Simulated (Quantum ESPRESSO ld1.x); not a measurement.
Re2+, configuration [Kr] 4d10 4f14 5s2 5p5.5 5d5 6s0.5 (fractional occupations, a model configuration). Method: scalar-relativistic Kohn-Sham, LDA (Slater exchange, Perdew-Zunger correlation), spin-polarised, spherical densities, point nucleus; open shells are filled with parallel spins first; computed with ld1.x of Quantum ESPRESSO 7.5.

Unscreened Slater integrals over Kohn-Sham orbitals (cm^-1). They are taken over the spin-up orbitals.

\begin{tabular}{lr}
integral & value \\ \hline
F0(6s,6s) & 75825 \\
F0(6s,5d) & 87273 \\
G2(6s,5d) & 23957 \\
F0(6s,4f) & 99156 \\
G3(6s,4f) & 3320.6 \\
F0(6s,5p) & 93031 \\
G1(6s,5p) & 7962.0 \\
F0(5d,5d) & 115060 \\
F2(5d,5d) & 59687 \\
F4(5d,5d) & 39361 \\
F0(5d,4f) & 148970 \\
F2(5d,4f) & 34143 \\
F4(5d,4f) & 15939 \\
G1(5d,4f) & 12585 \\
G3(5d,4f) & 11156 \\
G5(5d,4f) & 8742.1 \\
F0(5d,5p) & 132860 \\
F2(5d,5p) & 64432 \\
G1(5d,5p) & 76253 \\
G3(5d,5p) & 47018 \\
F0(4f,4f) & 347620 \\
F2(4f,4f) & 168790 \\
F4(4f,4f) & 106640 \\
F6(4f,4f) & 76935 \\
F0(4f,5p) & 201470 \\
F2(4f,5p) & 63980 \\
G2(4f,5p) & 27416 \\
G4(4f,5p) & 22332 \\
F0(5p,5p) & 164380 \\
F2(5p,5p) & 88566 \\
\end{tabular}

Derived for the open shells (J is the average intra-shell exchange parameter used in DFT+U). 5p: J = F2/5 = 17710 cm^-1. 5d: Racah B = F2/49 - 5 F4/441 = 771.8 cm^-1, C = 35 F4/441 = 3124 cm^-1, C/B = 4.05, F4/F2 = 0.659, J = (F2 + F4)/14 = 7075 cm^-1.
